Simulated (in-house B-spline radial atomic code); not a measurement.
Values are calculated unless marked as measured or tabulated.
Weak and strong correlation along the adiabatic connection

Two-electron singlets in several external potentials (atomic units), by full CI in B-splines with partial waves to l = 8 (correlation energies up to 0.6 % small). The repulsion is scaled by λ at fixed density; W(λ) is the mean repulsion less the Hartree energy, W(0) = E_x, and the area under W from 0 to 1 is E_xc.

Relative drop (W(λ) − E_x)/E_x:

| system | λ = 0.12 | λ = 0.25 | λ = 0.4 | λ = 0.6 | λ = 0.8 | λ = 1 |
| --- | --- | --- | --- | --- | --- | --- |
| ω²r²/2 − Z/r, ω = 0.0651, Z = 0.7 | 0.0355 | 0.0678 | 0.0987 | 0.1320 | 0.1586 | 0.1803 |
| −V exp(−r²/w²), V = 15.8, w = 3.6 | 0.0127 | 0.0256 | 0.0394 | 0.0564 | 0.0717 | 0.0858 |
| −V exp(−r²/w²), V = 2.17, w = 2.06 | 0.0183 | 0.0363 | 0.0551 | 0.0773 | 0.0966 | 0.1137 |
| −Z/r, Z = 18 | 0.0010 | 0.0021 | 0.0033 | 0.0050 | 0.0066 | 0.0083 |
| −Z exp(−kr)/r, Z = 2.81, k = 0.347 | 0.0075 | 0.0153 | 0.0239 | 0.0349 | 0.0452 | 0.0550 |
| ω²r²/2 − Z/r, ω = 0.479, Z = -1 | 0.0320 | 0.0619 | 0.0911 | 0.1231 | 0.1489 | 0.1701 |
| −Z/r, Z = 3.97, wall at 0.838 bohr | 0.0039 | 0.0080 | 0.0127 | 0.0187 | 0.0246 | 0.0302 |

**Question.** Order the systems by how far second-order (GL2) theory, half the initial slope (estimated from the first points of each curve), overshoots the correlation energy, least first.
A. −Z/r, Z = 3.97, wall at 0.838 bohr
B. −Z exp(−kr)/r, Z = 2.81, k = 0.347
C. −Z/r, Z = 18
D. ω²r²/2 − Z/r, ω = 0.479, Z = -1
E. ω²r²/2 − Z/r, ω = 0.0651, Z = 0.7
F. −V exp(−r²/w²), V = 2.17, w = 2.06
G. −V exp(−r²/w²), V = 15.8, w = 3.6

**Answer.** C (GL2/E_c = 1.01), A (GL2/E_c = 1.06), B (GL2/E_c = 1.10), G (GL2/E_c = 1.17), F (GL2/E_c = 1.26), D (GL2/E_c = 1.43), E (GL2/E_c = 1.50).

**Question.** What else changes along this order?

**Answer.** The ratio follows the bend of the curve. With it the leading natural occupation goes from 2.000 to 1.895 and −T_c/E_c from 0.99 to 0.67 between the first and the last.
